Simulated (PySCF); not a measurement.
C2H5Se, SMILES CC[Se], multiplicity 2. Atoms are numbered in the order given.

```xyz
8

C     -0.3797     2.1128     0.0000
C      0.6582     0.9994     0.0000
Se    -0.0698    -0.8231     0.0000
H     -1.0267     2.0542    -0.8885
H      0.1133     3.1004     0.0000
H     -1.0267     2.0542     0.8885
H      1.3216     1.0515    -0.8800
H      1.3216     1.0515     0.8800
```
Charge 0, spin multiplicity 2.

Coordinates come from a B3LYP-D3(BJ)/def2-SVP optimisation. The isomer is the one that the SMILES or the coordinates give; other isomers of the formula were not compared.

These are B3LYP-D3(BJ)/def2-SVP (PySCF 2.14.0) values and carry that method's errors.

Frequencies are harmonic and unscaled.

Q: Give all harmonic wavenumbers and intensities. (The exact figures need the calculation; the answer reports its results.)

A: 
| mode | ν (cm⁻¹) | IR (km/mol) | moving atoms (share of kinetic energy) |
|---|---|---|---|
| 1 | 233 | 0.0 | H 90 %, C 9 % |
| 2 | 286 | 0.4 | C 57 %, H 26 %, Se 16 % |
| 3 | 541 | 3.9 | H 83 %, C 17 % |
| 4 | 558 | 1.0 | C 67 %, H 19 %, Se 14 % |
| 5 | 903 | 1.2 | H 94 % |
| 6 | 972 | 3.9 | H 65 %, C 35 % |
| 7 | 1067 | 0.1 | C 62 %, H 37 % |
| 8 | 1239 | 0.0 | H 76 %, C 24 % |
| 9 | 1242 | 26.6 | H 75 %, C 25 % |
| 10 | 1394 | 3.3 | H 82 %, C 18 % |
| 11 | 1422 | 6.2 | H 88 %, C 12 % |
| 12 | 1459 | 7.1 | H 97 % |
| 13 | 1470 | 2.8 | H 96 % |
| 14 | 3025 | 29.8 | H 97 % |
| 15 | 3037 | 5.4 | H 95 % |
| 16 | 3067 | 1.5 | H 91 %, C 9 % |
| 17 | 3105 | 16.1 | H 91 %, C 9 % |
| 18 | 3128 | 16.7 | H 90 %, C 10 % |
